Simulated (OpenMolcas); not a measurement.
Lines of Ni⁷⁺: computed and rescaled rates

| Property | Result |
| --- | --- |
| Program | OpenMolcas |
| Method | MS-CASPT2, IPEA 0.25 Eh, imaginary shift 0.1 Eh (closed shells correlated: 3s 3p) |
| Basis | ANO-R3 [7s5p5d3f2g1h] |
| Scalar Hamiltonian | X2C, finite nucleus |
| Active space | 3 electrons in 5 orbitals (3d) |
| State averaging | 2S+1 = 4 even, 10 roots; 2S+1 = 2 even, 40 roots |
| Spin-orbit coupling | state interaction with AMFI integrals over the reference wave functions, term energies averaged over their components |

Rates come from the transition moments of the reference wave functions (E1 and E2 in the length form). At fixed line strength A goes as λ^-3 for E1 and M1 and as λ^-5 for E2, so a rate at the computed wavelength can be rescaled to the measured one. Measured vacuum wavelengths follow from level energies in Corliss and Sugar, J. Phys. Chem. Ref. Data 10, 197 (1981). Branching counts decays inside the model space alone, at computed energies, and the table is only a selection of the E2 and M1 lines, drawn from those between levels with measured partners whose computed energy lies within a factor of 1.5 of the measured one.

```json
{"Upper": "3d³ ⁴F_5/2", "Lower": "3d³ ⁴F_3/2", "Type": "M1", "λ computed (nm)": "10420", "λ measured (nm)": "9881", "A computed (s-1)": "3.82e-02", "A rescaled (s-1)": "4.48e-02", "Branching %": "100.0"}
{"Upper": "3d³ ⁴F_7/2", "Lower": "3d³ ⁴F_5/2", "Type": "M1", "λ computed (nm)": "7901", "λ measured (nm)": "8532", "A computed (s-1)": "8.80e-02", "A rescaled (s-1)": "6.99e-02", "Branching %": "100.0"}
{"Upper": "3d³ ⁴P_5/2", "Lower": "3d³ ⁴P_3/2", "Type": "M1", "λ computed (nm)": "7813", "λ measured (nm)": "10430", "A computed (s-1)": "3.25e-02", "A rescaled (s-1)": "1.37e-02", "Branching %": "20.4"}
{"Upper": "3d³ ⁴F_9/2", "Lower": "3d³ ⁴F_7/2", "Type": "M1", "λ computed (nm)": "6622", "λ measured (nm)": "6506", "A computed (s-1)": "9.30e-02", "A rescaled (s-1)": "9.81e-02", "Branching %": "100.0"}
{"Upper": "3d³ ⁴P_5/2", "Lower": "3d³ ⁴F_9/2", "Type": "E2", "λ computed (nm)": "461.8", "λ measured (nm)": "477.4", "A computed (s-1)": "6.72e-02", "A rescaled (s-1)": "5.69e-02", "Branching %": "42.1"}
{"Upper": "3d³ ⁴P_3/2", "Lower": "3d³ ⁴F_7/2", "Type": "E2", "λ computed (nm)": "456.9", "λ measured (nm)": "464.6", "A computed (s-1)": "4.89e-02", "A rescaled (s-1)": "4.50e-02", "Branching %": "31.6"}
{"Upper": "3d³ ⁴P_1/2", "Lower": "3d³ ⁴F_5/2", "Type": "E2", "λ computed (nm)": "436.4", "λ measured (nm)": "449.5", "A computed (s-1)": "4.86e-02", "A rescaled (s-1)": "4.19e-02", "Branching %": "34.4"}
{"Upper": "3d³ ⁴P_3/2", "Lower": "3d³ ⁴F_5/2", "Type": "E2", "λ computed (nm)": "431.9", "λ measured (nm)": "440.6", "A computed (s-1)": "4.69e-02", "A rescaled (s-1)": "4.24e-02", "Branching %": "30.3"}
{"Upper": "3d³ ⁴P_3/2", "Lower": "3d³ ⁴F_5/2", "Type": "M1", "λ computed (nm)": "431.9", "λ measured (nm)": "440.6", "A computed (s-1)": "1.42e-02", "A rescaled (s-1)": "", "Branching %": "9.2"}
{"Upper": "3d³ ⁴P_5/2", "Lower": "3d³ ⁴F_7/2", "Type": "E2", "λ computed (nm)": "431.7", "λ measured (nm)": "444.7", "A computed (s-1)": "3.02e-02", "A rescaled (s-1)": "2.60e-02", "Branching %": "18.9"}
{"Upper": "3d³ ⁴P_5/2", "Lower": "3d³ ⁴F_7/2", "Type": "M1", "λ computed (nm)": "431.7", "λ measured (nm)": "444.7", "A computed (s-1)": "1.27e-02", "A rescaled (s-1)": "", "Branching %": "7.9"}
{"Upper": "3d³ ⁴P_1/2", "Lower": "3d³ ⁴F_3/2", "Type": "E2", "λ computed (nm)": "418.8", "λ measured (nm)": "429.9", "A computed (s-1)": "9.13e-02", "A rescaled (s-1)": "8.01e-02", "Branching %": "64.5"}
{"Upper": "3d³ ⁴P_3/2", "Lower": "3d³ ⁴F_3/2", "Type": "M1", "λ computed (nm)": "414.8", "λ measured (nm)": "421.8", "A computed (s-1)": "2.55e-02", "A rescaled (s-1)": "", "Branching %": "16.4"}
{"Upper": "3d³ ⁴P_3/2", "Lower": "3d³ ⁴F_3/2", "Type": "E2", "λ computed (nm)": "414.8", "λ measured (nm)": "421.8", "A computed (s-1)": "1.91e-02", "A rescaled (s-1)": "1.76e-02", "Branching %": "12.3"}
{"Upper": "3d³ ⁴P_5/2", "Lower": "3d³ ⁴F_5/2", "Type": "E2", "λ computed (nm)": "409.3", "λ measured (nm)": "422.7", "A computed (s-1)": "8.81e-03", "A rescaled (s-1)": "7.50e-03", "Branching %": "5.5"}
{"Upper": "3d³ ⁴P_5/2", "Lower": "3d³ ⁴F_5/2", "Type": "M1", "λ computed (nm)": "409.3", "λ measured (nm)": "422.7", "A computed (s-1)": "5.96e-03", "A rescaled (s-1)": "", "Branching %": "3.7"}
```

Spin-changing lines and M1 lines between different terms are not rescaled, since their strength hangs on the term gaps too.

The largest correction is for 3d³ ⁴P_5/2 → 3d³ ⁴P_3/2 (M1): 3.25e-02 × (7813 / 10430)^3 = 1.37e-02 s-1, a factor of 0.42.

The computed rate and branching of 3d³ ⁴F_5/2 → 3d³ ⁴F_3/2 give the upper level a radiative lifetime of 1.000 / 3.82e-02 s-1 = 2.62e+01 s, counting decays inside the model space alone. The rescaled rate gives about 2.2e+01 s.

These are rates of the free ion; in crystals, glasses and complexes forced electric-dipole and non-radiative decay shorten such lifetimes by orders of magnitude. No measured rate stands beside these. Rescaling mends the energy factor alone: line strengths can still be far off where a level mixes with configurations outside the active space, and weak or spin-changing lines hang on small mixing coefficients that depend on the term gaps too, so rescaling need not improve them.

Term energies are means over components that CASPT2 splits; among the terms shown or strongly mixed into the levels shown the widest spread is 740 cm-1 (3d³ ⁴F). Measured partners are found by configuration, term and J. A level has none where our copy of the source lacks it or the pairing is in doubt (some pairs that miss far off the trend of their configuration count as doubtful). Levels of configurations outside the active space are missing.
